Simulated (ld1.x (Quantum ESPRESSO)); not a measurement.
## An all-electron radial function and its pseudo partner (technetium)

Columns: radius, all-electron u(r) and pseudo u(r) of the 4d shell (level -8.15 eV) of technetium in the configuration [Ar] 3d10 4s2 4p6 4d5 5s1 5p1; BP86, scalar-relativistic, PAW scheme, ld1.x (Quantum ESPRESSO) 7.5.

| r (bohr) | all-electron | pseudo |
| --- | --- | --- |
| 0.088 | 0.1193 | -0.0012 |
| 0.175 | 0.3233 | -0.0091 |
| 0.262 | 0.3876 | -0.0294 |
| 0.350 | 0.3069 | -0.0666 |
| 0.438 | 0.1428 | -0.1223 |
| 0.525 | -0.0475 | -0.1948 |
| 0.612 | -0.2328 | -0.2812 |
| 0.700 | -0.3980 | -0.3776 |
| 0.788 | -0.5339 | -0.4763 |
| 0.875 | -0.6383 | -0.5695 |
| 0.962 | -0.7144 | -0.6520 |
| 1.050 | -0.7661 | -0.7195 |
| 1.138 | -0.7966 | -0.7680 |
| 1.225 | -0.8099 | -0.7965 |
| 1.312 | -0.8100 | -0.8067 |
| 1.400 | -0.8000 | -0.8015 |
| 1.487 | -0.7827 | -0.7850 |
| 1.575 | -0.7596 | -0.7610 |
| 1.662 | -0.7331 | -0.7334 |
| 1.750 | -0.7038 | -0.7038 |
| 1.838 | -0.6730 | -0.6730 |
| 1.925 | -0.6419 | -0.6419 |
| 2.012 | -0.6106 | -0.6106 |
| 2.100 | -0.5793 | -0.5793 |
| 2.188 | -0.5487 | -0.5487 |
| 2.275 | -0.5192 | -0.5192 |

(1) How many radial nodes do the two functions have?

(2) At about which radius was the pseudo-wave matched?

(3) Is the pseudo-wave norm-conserving?

Results:

(1) The all-electron 4d function has n − l − 1 = 1; the pseudo-wave has 0, since the states of the same l below it are removed with the core.

(2) 1.75 bohr. The columns agree to 0.0005 from 1.66 bohr on; several derivatives are matched, so the curves merge somewhat inside the radius.

(3) No, it belongs to a PAW set: the norm inside the radius is not constrained, and the difference is carried by the augmentation charge.
